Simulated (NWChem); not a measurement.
# InSiH₅O₂; SMILES [SiH3][In]([OH])[OH]

```xyz
9

In     0.0011     0.2962     0.0103
O     -1.6844     1.3827     0.0031
H     -1.5382     2.3351    -0.0057
O      1.6848     1.3855     0.0037
H      1.5371     2.3377    -0.0058
Si     0.0012    -2.2545     0.0090
H      1.2714    -2.7675     0.6011
H     -0.1140    -2.7395    -1.3994
H     -1.1593    -2.7642     0.7972
```
Atoms are numbered in this order, from 1.

Level: PBE0/def2-SVP with def2 effective core potentials on In (NWChem), optimised geometry, unscaled harmonic frequencies. def2 effective core potentials on In; no spin-orbit coupling.

```csv
frequency (cm⁻¹),IR intensity (km/mol)
5,0.0
78,0.2
111,5.4
136,38.5
187,0.0
290,215.6
299,3.6
469,12.6
480,6.5
594,81.1
599,98.4
719,126.5
774,23.8
848,230.1
932,41.3
935,39.0
2231,49.0
2247,65.5
2252,68.2
3897,12.9
3898,75.4
```

```json
{
  "zero_point_energy": "31.4 kcal/mol",
  "thermal correction to the enthalpy at 298.15 K (with zero-point energy)": "37.3 kcal/mol",
  "heat capacity Cv": "26.7 cal/(mol K)",
  "entropy at 298.15 K and 1 atm (symmetry number 1)": "96.9 cal/(mol K)"
}
```

Rigid rotor and harmonic oscillator; modes under 100 cm⁻¹ make the entropy uncertain.
